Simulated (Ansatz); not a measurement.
Reaction (germylene formation by 1,1-elimination): `[NH2][GeH2][F]` → H–F + `[NH2][GeH]`

Gas-phase electronic energies from Ansatz, PBE0-D4/def2-TZVP geometries. CCSD(T)/CBS adds triple-zeta CCSD(T) − MP2 to the extrapolated MP2 energy (def2 sets, frozen cores). This one scheme is used for every species. DFT in def2-TZVPP. For Ge outer-core shells are correlated without core-valence functions, which leaves a few kJ/mol of doubt a bond. Scalar relativity is left out up to krypton. Each species was taken in one conformer, which may not be the lowest.

`[NH2][GeH2][F]`:

Z-matrix (Å, degrees):
```
Ge
F 1 1.752
N 1 1.811 2 111.5
H 1 1.530 2 105.1 3 -118.3
H 1 1.530 2 105.1 3 118.3
H 3 1.009 1 116.2 2 65.7
H 3 1.009 1 116.2 2 -65.7
```

H–F:

```xyz
2

F     0.216    0.391    0.107
H    -0.216   -0.391   -0.107
```

`[NH2][GeH]`:

Z-matrix (Å, degrees):
```
N
Ge 1 1.816
H 1 1.008 2 121.9
H 1 1.007 2 125.6 3 180.0
H 2 1.602 1 92.6 3 180.0
```

```csv
level,ΔE (eV)
BHLYP,1.69
MP2/def2-SVP,1.88
```

Question: What does CCSD(T)/CBS give? (An estimate is asked.)

Answer: Computed: +1.61 eV. The listed levels differ from it by 0.08, 0.27 eV.

Largest T1 diagnostic among the species: 0.015.

From r2SCAN to r2SCAN0 (25 % exact exchange), in def2-TZVPP and without D4, ΔE moves by +0.04 eV. Leaving LDA and LC-ωPBE aside and taking each functional with its dispersion term where it has one, the values, not all of them listed here, spread over 0.47 eV, from BLYP-D4 to PBE-QIDH. LDA lies +0.29 eV from PBE without D4.
